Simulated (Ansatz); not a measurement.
`CC(C)BO` and `C[CH](C)[GeH3]` differ in one atom or group.

Ansatz, PBE0-D4/def2-TZVP geometries, multiplicity 1. Each molecule was computed in one conformer, which needn't be the lowest.

Scalar relativity is left out up to krypton.

| property | `CC(C)BO` |
| --- | --- |
| HOMO energy (B3LYP/def2-TZVPP) / eV | -7.85 |
| size of the dipole moment (ωB97M-V/def2-TZVPP) / D | 1.82 |
| HOMO energy (ωB97M-V/def2-TZVPP) / eV | -10.33 |
| size of the dipole moment (PBE/def2-TZVPP) / D | 1.79 |
| HOMO–LUMO gap (PBE/def2-TZVPP) / eV | 5.75 |
| HOMO energy (PBE/def2-TZVPP) / eV | -6.63 |

Q: What does the change do to each property? (Estimate.)

A: Ansatz gave: 
```
                                          property  `C[CH](C)[GeH3]`  shift
               HOMO energy (B3LYP/def2-TZVPP) / eV             -7.72   0.13
size of the dipole moment (ωB97M-V/def2-TZVPP) / D              0.84  -0.98
             HOMO energy (ωB97M-V/def2-TZVPP) / eV            -10.08   0.25
    size of the dipole moment (PBE/def2-TZVPP) / D              0.90  -0.89
               HOMO–LUMO gap (PBE/def2-TZVPP) / eV              6.70   0.95
                 HOMO energy (PBE/def2-TZVPP) / eV             -6.72  -0.09
```

With PBE0 the HOMO rises by 0.11 eV and the LUMO rises by 0.64 eV, so the gap widens by about 0.53 eV. PBE moves the HOMO by -0.09 eV and ωB97M-V by 0.25 eV. Dipoles are sizes alone; their direction can turn.

B3LYP here is the variant with VWN-RPA as its local correlation; programs differ in this.
